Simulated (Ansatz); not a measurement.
Cartesian coordinates in Å:
```
O -2.2765 -2.4424 1.4051
C -1.5774 -1.7675 0.7753
N -0.8727 -1.1241 0.0423
B 0.0004 0.0002 0.0006
N 0.2415 0.7586 1.1816
C 0.8465 1.7085 1.6058
O 1.3895 2.6039 2.1000
N 0.6328 0.3657 -1.2219
C 0.7308 0.0588 -2.3814
O 0.8852 -0.1619 -3.5075
```

The species carries charge 0 and has multiplicity 1.

Q: List the ωB97M-V/def2-TZVPP orbital energies in eV (Ansatz). (Best estimate.)

A: Ansatz gave: Occupied: -528.10, -528.10, -528.10, -395.65, -395.65, -395.65, -286.11, -286.11, -286.11, -190.88, -34.56, -34.56, -34.56, -30.25, -29.55, -29.55, -22.11, -19.48, -19.48, -17.62, -17.54, -17.54, -16.84, -16.45, -16.45, -16.38, -16.38, -16.23, -13.29, -12.16, -12.16, -11.47, -11.47, -11.41. Lowest empty: 0.17, 1.37, 2.44, 2.45, 2.78, 3.24, 3.24, 3.31.
